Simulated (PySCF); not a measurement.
B(CCH)(OH)(OMe), C₃H₅BO₂, SMILES C#CB(O)OC (B3LYP/def2-SVP optimised geometry):

```
11

B     -0.640     0.016     0.000
C      0.908     0.016     0.000
C      2.124     0.066     0.000
H      3.198     0.094     0.000
O     -1.344     1.188     0.000
H     -0.774     1.965     0.006
O     -1.286    -1.172     0.002
C     -2.697    -1.293     0.004
H     -3.027    -1.744    -0.947
H     -2.995    -1.965     0.825
H     -3.198    -0.322     0.131
```

Calculation: B3LYP/def2-TZVP run with PySCF.

Q: What are the frontier orbital energies and the dipole moment?

A: HOMO-2 -8.52 eV, HOMO-1 -7.93 eV, HOMO -7.92 eV, LUMO -0.68 eV, LUMO+1 0.25 eV; dipole moment 1.05 D.

On the same geometry PBE/def2-TZVP in PySCF gives HOMO-2 -7.26 eV, HOMO-1 -6.91 eV, HOMO -6.88 eV, LUMO -1.40 eV, LUMO+1 -0.42 eV; dipole moment 1.02 D.

Meta-Löwdin charges at B3LYP/def2-TZVP: B1 0.43, C2 -0.14, C3 -0.17, H4 0.17, O5 -0.52, H6 0.36, O7 -0.37, C8 -0.11, H9 0.11, H10 0.12, H11 0.11.
